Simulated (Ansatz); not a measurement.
**Question.** Predict a relaxed structure of [ReS4]- (ReS₄⁻), charge -1, singlet, at PBE0-D4/def2-SVPD (Ansatz).

**Answer.** 
```tsv
atom	x (Å)	y (Å)	z (Å)
Re1	0.0001	0.0000	0.0000
S2	1.5495	1.4166	-0.4607
S3	0.6615	-1.9784	-0.5179
S4	-1.7674	0.4841	-1.1231
S5	-0.4437	0.0776	2.1017
```
Point group Td (tolerance 0.1 Å). The metal has 4 neighbours: S 2.15 Å, S 2.15 Å, S 2.15 Å, S 2.15 Å. This is one stationary point.

In the def2 sets Re takes a core potential; there is no spin–orbit coupling.
